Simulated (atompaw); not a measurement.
Before and after: PAW (atompaw) potential for lanthanum (La)

* Element: lanthanum
* Generator: atompaw 4.2.0.5
* Type: PAW
* Functional: PBE
* Relativity: scalar-relativistic
* Frozen core: [Kr]
* Valence charge: 21
* Reference configuration: 4d10 4f0 5s2 5p6 5d1 6s0.5 6p0 (charge +1.5)
* Partial waves: 5s (bound): rc 2.40 bohr; 6s (bound): rc 3.00 bohr; 5p (bound): rc 1.95 bohr; 6p (bound, empty): rc 3.00 bohr; 4d (bound): rc 1.25 bohr; 5d (bound): rc 3.00 bohr; 4f (bound, empty): rc 1.10 bohr; 4f channel at 0.75 Ry: rc 1.10 bohr
* Local potential: vpsmatchnc scheme with l = 4 at 1 Ry, radius 2.10 bohr
* Core correction: smooth core density matched at 2.05 bohr
* Augmentation charge: sinc compensation charge, radius 2.55 bohr; PAW radius 3.00 bohr; waves and projectors: custom polynom vanderbiltortho

All-electron outer shells of the reference configuration (PBE, scalar-relativistic, ld1.x):

```
shell  level (eV)  outermost node (bohr)  outermost maximum (bohr)
   4s     -275.64                   0.34                      0.61
   4p     -209.17                   0.34                      0.63
   4d     -113.02                   0.32                      0.68
   5s      -48.02                   0.77                      1.41
   5p      -31.46                   0.83                      1.58
   4f      -13.45                      –                      0.75
   5d      -11.51                   0.95                      2.16
   6s      -10.87                   1.84                      3.51
   6p       -7.62                   2.15                      4.29
```

Change: local potential bessel scheme, radius 2.10 bohr.

Cutoffs: the cutoffs (Ry, on a coarse ladder) from which the occupation-weighted sum of valence levels, in a spherical-Bessel basis at the reference potential, stays within 10 and 1 mRy of its value at 400 Ry; they do not see the model core or the augmentation charge, which bear on the density cutoff.

Question: What does the change do?

Answer: The potential gets neither clearly harder nor softer (110 Ry and 180 Ry → 110 Ry and 180 Ry); the bound ghost in s disappears; the range in which the s phases agree narrows (upper end 3.3 → 1.6). A state that the projectors do not describe sees the local part alone, so a deeper or shallower local part can create or remove a ghost.

```tsv
quantity	base	changed
cutoff, loose	110 Ry	110 Ry
cutoff, tight	180 Ry	180 Ry
loose cutoff by channel (10 mRy a level)	s 8 Ry, p 10 Ry, d 60 Ry	s 8 Ry, p 10 Ry, d 70 Ry
bound ghosts	s	none
s: phases at 3.00 bohr within 0.05 rad from the reference energy up to (Ry; the scan ends near 5)	3.3	1.6
p: phases at 3.00 bohr within 0.05 rad from the reference energy up to (Ry; the scan ends near 5)	-0.0	0.2
d: phases at 3.00 bohr within 0.05 rad from the reference energy up to (Ry; the scan ends near 5)	0.6	0.0
f: phases at 3.00 bohr within 0.05 rad from the reference energy up to (Ry; the scan ends near 5)	5.0	4.5
lowest overlap eigenvalue by channel	s 0.63, p 0.68, d 0.98, f 0.99	s 0.61, p 0.19, d 0.96, f 1.00
```

 A true bound ghost makes a file unfit for plane-wave use even where its test errors are small: the radial tests pick states by their node count and pass the ghost by. The cutoffs see the waves, projectors and local potential, not the compensation charge or the core.
